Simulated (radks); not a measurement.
Values are calculated unless marked as measured or tabulated.
Species: the molybdenum ion Mo11+. Configuration: [Ar] 3d10 4s2 4p1.

Code: a radial shooting solver on a logarithmic mesh with Libxc functionals. Model: scalar-relativistic Kohn-Sham, PBE, spin-polarised, spherical densities, point nucleus; open shells are filled with parallel spins first (spin-orbit coupling, left out, can overturn this in heavy ions).

Energy parts (Ry):
total: -8020.71292
kinetic: 8272.97309
electron-nucleus: -18831.51208
Hartree: 2771.08090
exchange-correlation: -233.25483

Orbitals (lengths in bohr, moments of r in powers of bohr; r(max) is where P^2 peaks):
[
 {"orbital": "1s up", "occ.": "1", "eigenvalue (Ry)": "-1473.229", "r(max)": "0.02287", "<r^4>": "7.206e-06"},
 {"orbital": "1s down", "occ.": "1", "eigenvalue (Ry)": "-1473.211", "r(max)": "0.02287", "<r^4>": "7.206e-06"},
 {"orbital": "2s up", "occ.": "1", "eigenvalue (Ry)": "-221.7520", "r(max)": "0.1296", "<r^4>": "0.001332"},
 {"orbital": "2s down", "occ.": "1", "eigenvalue (Ry)": "-221.7420", "r(max)": "0.1296", "<r^4>": "0.001332"},
 {"orbital": "2p up", "occ.": "3", "eigenvalue (Ry)": "-199.9827", "r(max)": "0.1035", "<r^4>": "0.0009538"},
 {"orbital": "2p down", "occ.": "3", "eigenvalue (Ry)": "-199.9661", "r(max)": "0.1035", "<r^4>": "0.0009538"},
 {"orbital": "3s up", "occ.": "1", "eigenvalue (Ry)": "-50.48466", "r(max)": "0.3826", "<r^4>": "0.06675"},
 {"orbital": "3s down", "occ.": "1", "eigenvalue (Ry)": "-50.46159", "r(max)": "0.3826", "<r^4>": "0.06658"},
 {"orbital": "3p up", "occ.": "3", "eigenvalue (Ry)": "-43.33139", "r(max)": "0.3758", "<r^4>": "0.07279"},
 {"orbital": "3p down", "occ.": "3", "eigenvalue (Ry)": "-43.30521", "r(max)": "0.3758", "<r^4>": "0.07251"},
 {"orbital": "3d up", "occ.": "5", "eigenvalue (Ry)": "-31.72096", "r(max)": "0.3204", "<r^4>": "0.07579"},
 {"orbital": "3d down", "occ.": "5", "eigenvalue (Ry)": "-31.69343", "r(max)": "0.3204", "<r^4>": "0.07520"},
 {"orbital": "4s up", "occ.": "1", "eigenvalue (Ry)": "-18.30829", "r(max)": "0.9325", "<r^4>": "1.701"},
 {"orbital": "4s down", "occ.": "1", "eigenvalue (Ry)": "-18.13174", "r(max)": "0.9301", "<r^4>": "1.706"},
 {"orbital": "4p up", "occ.": "1", "eigenvalue (Ry)": "-16.06484", "r(max)": "0.9799", "<r^4>": "2.159"},
 {"orbital": "4p down", "occ.": "0", "eigenvalue (Ry)": "-15.88821", "r(max)": "0.9780", "<r^4>": "2.175"}
]

The highest occupied level is 4p up at -218.57 eV. Spin moment in Bohr magnetons: 1.
